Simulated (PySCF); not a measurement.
CHAlClNO₂, SMILES [Al]([N]=C=O)([OH])[Cl].

Coordinates come from a PBE0-D3(BJ)/def2-SVP optimisation. Other conformers were not sampled.

Level of theory: TDA-PBE/def2-SVPD in PySCF.

Vertical excitations. Gas-phase values at a fixed geometry. State labels are in the subgroup Cs.

```csv
state,symmetry,energy (eV),λ (nm),f,main pairs
S1,A',5.74,216,0.005,HOMO→LUMO 99 %
S2,A",5.90,210,0.001,HOMO−1→LUMO 100 %
S3,A",5.93,209,0.000,HOMO→LUMO+1 100 %
S4,A",6.36,195,0.000,HOMO−2→LUMO 99 %
S5,A',6.49,191,0.032,"HOMO−1→LUMO+1 59 %, HOMO−3→LUMO 27 %, HOMO→LUMO+2 12 %"
S6,A',6.53,190,0.056,"HOMO−3→LUMO 69 %, HOMO−1→LUMO+1 20 %"
S7,A",6.70,185,0.000,HOMO−3→LUMO+1 100 %
S8,A',6.86,181,0.043,"HOMO−2→LUMO+1 60 %, HOMO−5→LUMO 34 %"
S9,A",6.99,177,0.093,HOMO−4→LUMO 92 %
S10,A',7.04,176,0.041,"HOMO−5→LUMO 54 %, HOMO−2→LUMO+1 25 %, HOMO−4→LUMO+1 12 %"
T1,A',5.58,222,0,HOMO→LUMO 100 %
T2,A",5.75,216,0,HOMO−1→LUMO 100 %
T3,A",5.80,214,0,HOMO→LUMO+1 99 %
T4,A',5.80,214,0,HOMO−1→LUMO+1 97 %
```
Triplets are in the Tamm–Dancoff approximation.
